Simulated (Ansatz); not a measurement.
Ansatz (an electronic-structure program) input (CCSD(T)/aug-cc-pVDZ):

Ansatz 0.2 input:
```yaml
crystal:
  periodic: [false, false, false]
  atoms:
    - {symbol: C, position_ang: [-1.90075495, 0.29902125, 0.01157465]}
    - {symbol: C, position_ang: [-1.05964596, -0.55464905, 0.52081191]}
    - {symbol: C, position_ang: [0.39585359, -0.82121586, 0.53875355]}
    - {symbol: C, position_ang: [1.13716603, 0.16544316, -0.25245602]}
    - {symbol: N, position_ang: [1.67288936, 0.96265292, -0.88426463]}
    - {symbol: H, position_ang: [-2.96872122, 0.23020595, 0.18694617]}
    - {symbol: H, position_ang: [-1.55907494, 1.12373960, -0.61690052]}
    - {symbol: H, position_ang: [0.60685723, -1.81895025, 0.14297134]}
    - {symbol: H, position_ang: [0.77500114, -0.80516275, 1.56473087]}
basis:
  gaussian:
    orbitals: aug-cc-pVDZ
magnetization: {spin_polarized: true, initial_magnetization: 1}
correlation: {method: ccsd_t, electrons: outside_noble_gas}
output: {forces: true}
```

End of the output:

```
mean field: 0.95 GiB planned
mean field evaluation 1: about -5660.5098 eV, gradient 2.6e1 eV
mean field evaluation 2: about -5660.5223 eV, gradient 2.6e1 eV
mean field evaluation 4: about -5664.7306 eV, gradient 5.1e0 eV
mean field evaluation 8: about -5665.0052 eV, gradient 5.7e-1 eV
mean field evaluation 16: about -5665.0598 eV, gradient 5.3e-4 eV
mean field evaluation 32: about -5664.7073 eV, gradient 2.1e0 eV
mean field evaluation 64: about -5662.1826 eV, gradient 1.3e-1 eV
mean field -5665.05981304 eV, -208.1871082138 hartree, gradient 3.0e-6 eV, S^2 0.918709; 3 other end points of the search recorded, 0 dependent functions left out
determinant -5665.05981304 eV, -208.1871082138 hartree, with singles and doubles -5684.27583677 eV, -208.8932840606 hartree
determinant -5662.19461062 eV, -208.0818139670 hartree, with singles and doubles -5681.10947081 eV, -208.7769222581 hartree
5 core orbitals not correlated
reference -5665.05981304 eV, -208.1871082138 hartree; 13, 12 occupied and 133, 134 virtual orbitals, 1522 factors
densities: 5.78 GiB planned
second order -17.95458945 eV of doubles, -0.00000000 eV of singles
coupled cluster: 3.26 GiB planned
cycle   1  -19.16296645 eV  change   -5.8e-1 eV  update   2.9e-2
cycle   2  -19.19328050 eV  change   -3.0e-2 eV  update   7.6e-3
cycle   3  -19.19577099 eV  change   -2.5e-3 eV  update   3.9e-3
cycle   4  -19.19734468 eV  change   -1.6e-3 eV  update   1.5e-3
cycle   5  -19.19873730 eV  change   -1.4e-3 eV  update   7.3e-4
cycle   6  -19.19980651 eV  change   -1.1e-3 eV  update   3.9e-4
cycle   7  -19.20037524 eV  change   -5.7e-4 eV  update   1.8e-4
cycle   8  -19.20061759 eV  change   -2.4e-4 eV  update   7.7e-5
cycle   9  -19.20066036 eV  change   -4.3e-5 eV  update   3.2e-5
cycle  10  -19.20066206 eV  change   -1.7e-6 eV  update   1.4e-5
cycle  11  -19.20066686 eV  change   -4.8e-6 eV  update   6.5e-6
cycle  12  -19.20066538 eV  change    1.5e-6 eV  update   2.8e-6
cycle  13  -19.20066517 eV  change    2.0e-7 eV  update   1.3e-6
cycle  14  -19.20066491 eV  change    2.6e-7 eV  update   5.9e-7
cycle  15  -19.20066464 eV  change    2.7e-7 eV  update   2.7e-7
coupled cluster: 3.29 GiB planned
perturbative correction -0.82382869 eV, -0.0302751458 hartree
the calculation of the forces begins
Total energy: -5685.08430637 eV, -208.9229947705 hartree
Atom 0 at    -1.900755     0.299021     0.011575 Å, force    -0.953280     1.040584    -0.629250 eV/Å
Atom 1 at    -1.059646    -0.554649     0.520812 Å, force     0.542293    -1.287106     0.853638 eV/Å
Atom 2 at     0.395854    -0.821216     0.538754 Å, force     0.121913    -0.315942     0.210865 eV/Å
Atom 3 at     1.137166     0.165443    -0.252456 Å, force    -1.217841    -1.820922     1.442438 eV/Å
Atom 4 at     1.672889     0.962653    -0.884265 Å, force     1.617973     2.394228    -1.898556 eV/Å
Atom 5 at    -2.968721     0.230206     0.186946 Å, force    -0.450645    -0.035099     0.078323 eV/Å
Atom 6 at    -1.559075     1.123740    -0.616901 Å, force     0.160645     0.357487    -0.273905 eV/Å
Atom 7 at     0.606857    -1.818950     0.142971 Å, force     0.056831    -0.363412    -0.167769 eV/Å
Atom 8 at     0.775001    -0.805163     1.564731 Å, force     0.122111     0.030182     0.384216 eV/Å
Dipole moment:    -0.309943    -0.432182     0.344823 e Å
```

It need not be the lowest isomer of its formula.

The determinant is spin-contaminated: <S^2> is 0.92 against 0.75 for a pure state.
